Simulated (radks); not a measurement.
The numbers below are computed, except where a source is named.
Fractional charge and spin in the 2p shell of aluminium: the spin-up occupation runs from 2 to 3 and the spin-down occupation from 2 to 3; the fullest corner is Al2+, [He] 2s2 3s(up 0.5, down 0.5) 2p(up 3, down 3). Level of theory: non-relativistic Kohn-Sham, r2SCAN, spin-polarised, spherical densities, point nucleus; meta-GGA in the generalised Kohn-Sham scheme (a radial shooting solver on a logarithmic mesh with Libxc functionals). Energy (eV) minus the two flat planes that join the four corners (they meet along the diagonal where the two added fractions sum to one electron); zero is where a piecewise linear energy would lie.

| down \ up | 2 | 2.25 | 2.5 | 2.75 | 3 |
|---|---|---|---|---|---|
| 2 | 0.000 | -3.153 | -4.183 | -3.121 | 0.000 |
| 2.25 | -3.153 | -3.903 | -2.578 | 0.787 | -2.843 |
| 2.5 | -4.183 | -2.578 | 1.049 | -2.336 | -3.767 |
| 2.75 | -3.121 | 0.787 | -2.336 | -3.522 | -2.807 |
| 3 | 0.000 | -2.843 | -3.767 | -2.807 | 0.000 |

Corners above the fullest one (they belong to Al3+ and the next ion): (up 3, down 2) 106.96 eV, (up 2, down 3) 106.96 eV, (up 2, down 2) 249.92 eV. With half an added electron in each spin the energy lies 1.049 eV from the planes, and with half an added electron in spin up alone -4.183 eV. The planes are only a guide here: the flat-plane condition holds for ground states with one frontier orbital, while this shell lies below other occupied shells, so the corners above the fullest one are inner-hole states and not the ground states of those ions.
